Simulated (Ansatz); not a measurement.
System: sum formula Si2N2H8 (charge 0, singlet). 
Geometry from a B3LYP-D3(BJ)/def2-TZVP (Ansatz, a first-principles code) optimisation:
```xyz
12

N      2.2216     0.9187    -0.0011
Si     1.0984    -0.3576    -0.2317
N     -0.3869     0.0113     0.5648
Si    -2.0129    -0.1240    -0.0083
H      2.0493     1.8538    -0.3341
H      3.2059     0.7277     0.0922
H      1.7970    -1.5497     0.3087
H      0.6933    -0.6302    -1.6328
H     -0.2888     0.2867     1.5341
H     -1.9949    -0.0504    -1.4854
H     -2.8255     0.9869     0.5454
H     -2.6764    -1.3935     0.3853
```

Property: atomisation energy (electronic, to ground-state atoms); the coupled-cluster value holds the core correlation from cc-pwCVTZ, in kJ/mol. Valence correlation only, unless marked. Open shells are spin-unrestricted. Spin-orbit coupling is left out. No relativistic terms. CBS(X,Y): correlation extrapolated as X^-3; Hartree-Fock from the larger set.

Level to compare with: CCSD(T)/CBS(aug-cc-pV(T+d)Z,aug-cc-pV(Q+d)Z) plus the core term (Ansatz), 3949.0 kJ/mol. It is a level with limits of its own, and the differences hold the functionals' basis error too.

Task: Rank these functionals by how close they come to CCSD(T)/CBS(aug-cc-pV(T+d)Z,aug-cc-pV(Q+d)Z), closest first: wB97X/def2-TZVPD (Ansatz); SVWN5/def2-TZVPD (Ansatz); CAM-B3LYP/def2-TZVPD (Ansatz).

Result: CAM-B3LYP/def2-TZVPD (range-separated hybrid, 3942.2 kJ/mol, difference -6.8), wB97X/def2-TZVPD (range-separated hybrid, 3929.5 kJ/mol, difference -19.5), SVWN5/def2-TZVPD (LDA, 4389.1 kJ/mol, difference 440.1)
